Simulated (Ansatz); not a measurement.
Species: BHSeF, charge 0, doublet. BHSeF (SMILES F[B][SeH], doublet).
B3LYP-D3(BJ)/def2-TZVP minimum from Ansatz (an electronic-structure program):
```
B
F 1 1.3076
Se 1 1.9525 2 122.07
H 3 1.4694 1 93.13 2 180.00
```
Charge 0, spin multiplicity 2.

Atomisation energy term by term, kcal/mol (programs: Ansatz). Open shells are spin-unrestricted; no spin-orbit coupling. Cores are frozen in correlated methods (noble-gas shells, and filled d and f shells in the p block). No relativity. CBS(X,Y): correlation extrapolated as X^-3, Hartree-Fock from the larger set. A bracket is a step between two methods taken in the basis named. For partners of very few electrons the exact lower level stands in for a higher one.

| term | basis | kcal/mol |
|---|---|---|
| Hartree-Fock | cc-pVQZ | 220.54 |
| CCSD correlation | CBS(cc-pVTZ,cc-pVQZ) | 72.88 |
| (T) | CBS(cc-pVTZ,cc-pVQZ) | 7.33 |
| CCSDT(Q) - CCSD(T) | cc-pVTZ | 0.31 |
| sum: De |  | 301.1 |

The step beyond CCSD(T) by other levels: CCSDT(Q) in cc-pVDZ 0.62 kcal/mol.
